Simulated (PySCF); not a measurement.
## Ruthenium: highly charged ions in a basis for the neutral atom

Ru¹²⁺ [Ar] 3d10 4s2 4p2, Ru¹³⁺ [Ar] 3d10 4s2 4p1. Calculation: PySCF 2.14, in x2c-TZVPall (8s6p6d1f, 63 functions); scalar relativity by spin-free X2C-1e. No spin-orbit coupling, so a gap to NIST mixes the basis error with missing relativistic terms.

Changed run: basis of the neutral atom used for a highly charged ion. This setting is unsound on purpose.

| species | method | sound run (hartree) | changed run (hartree) | converged |
| --- | --- | --- | --- | --- |
| Ru¹²⁺ | UHF | not run | -4481.10008 | yes |
| Ru¹²⁺ | M06-2X | not run | -4483.26382 | yes |
| Ru¹²⁺ | PBE | not run | -4482.43835 | yes |
| Ru¹³⁺ | UHF | not run | -4471.17563 | yes |
| Ru¹³⁺ | M06-2X | not run | -4473.31132 | yes |
| Ru¹³⁺ | PBE | not run | -4472.47987 | yes |

Ionisation energy of Ru¹²⁺:

| method | changed run (eV) | NIST (eV) |
| --- | --- | --- |
| UHF | 270.06 | 271 ± 3 |
| M06-2X | 270.82 | 271 ± 3 |
| PBE | 270.98 | 271 ± 3 |

The contracted functions were made for the neutral atom and can be too rigid for a highly charged ion.
